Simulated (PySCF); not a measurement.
# How methods differ on the ionisation energy of Zr²⁹⁺

Zr²⁹⁺ [Ne] 3s1 [3s1/2^1, M_J = 1/2] → Zr³⁰⁺ [Ne], as a difference of total energies. All numbers are calculated (PySCF 2.14, the two-component X2C-1e Hamiltonian, in an uncontracted even-tempered set (18 s from 4.6 bohr⁻², ratio 2.4; 13 p from 6 bohr⁻², ratio 2.4; 5 d from 19 bohr⁻², ratio 2.6; 4 f from 29 bohr⁻², ratio 2.6)). Correlated levels: 1s2 frozen; the 50 highest virtual spinors dropped. "Screened" scales the spin-orbit matrix elements by Boettger's factors to mimic the two-electron term; Breit and QED terms are absent.

```tsv
method	ionisation energy (eV)
GHF (screened spin-orbit)	1581.8
GMP2 (screened spin-orbit)	1582.5
```

Breit and QED terms and the two-electron picture change are absent.

For comparison: 1582.37 ± 0.05 eV (semi-empirical (NIST evaluation); NIST Atomic Spectra Database, ionization energies).
